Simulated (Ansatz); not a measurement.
Consider the cleavage of the Si–Si bond: `C=C[Si@@H](O)[Si@@H](O)F` + `O[SiH2]O` → `C=C[SiH](O)O[SiH2]O` + `O[SiH2]F`.

Isolated molecules relaxed with PBE0-D4/def2-TZVP in Ansatz; ΔE leaves out vibrations. CCSD(T)/CBS adds triple-zeta CCSD(T) − MP2 to the extrapolated MP2 energy (def2 sets, frozen cores). Functionals use def2-TZVPP. B3LYP here is the variant with VWN-RPA as its local correlation; programs differ in this. One conformer a species, not always the lowest.

| level | ΔE (kJ/mol) | difference from CCSD(T)/CBS |
| --- | --- | --- |
| PBE-D4 | -122.7 | 30.9 |
| r2SCAN-D4 | -146.9 | 6.7 |
| PBE0-D4 | -134.7 | 18.9 |
| B3LYP-D4 | -149.3 | 4.3 |
| ωB97X-V | -148.8 | 4.8 |
| ωB97M-V | -156.0 | -2.4 |
| B2PLYP | -153.5 | 0.1 |
| PBE | -120.1 | 33.5 |
| r2SCAN | -146.1 | 7.5 |
| PBE0 | -132.4 | 21.2 |
| B3LYP | -145.4 | 8.2 |
| HF/def2-TZVPP | -175.0 | -21.4 |
| MP2/def2-TZVPP | -161.2 | -7.6 |
| SCS-MP2/def2-TZVPP | -163.1 | -9.5 |
| CCSD/def2-TZVPP | -158.1 | -4.5 |
| CCSD(T)/def2-TZVPP | -155.4 | -1.8 |
| HF/def2-QZVPP | -177.2 | -23.6 |
| MP2/def2-QZVPP | -160.9 | -7.3 |
| SCS-MP2/def2-QZVPP | -162.7 | -9.1 |
| HF/CBS(def2) | -177.5 | -23.9 |
| MP2/CBS(def2) | -159.4 | -5.8 |
| CCSD/CBS(def2) | -156.3 | -2.7 |
| CCSD(T)/CBS | -153.6 | 0 |

Largest T1 diagnostic among the species: 0.012.

The D4 term adds −4.0 kJ/mol with B3LYP and −2.3 kJ/mol with PBE0; it sums over pairs of atoms, weighted by their polarisabilities, and B3LYP, whose exchange is more repulsive, gets the larger term. From PBE to PBE0 (25 % exact exchange), in def2-TZVPP and without D4, ΔE moves by −12.3 kJ/mol.
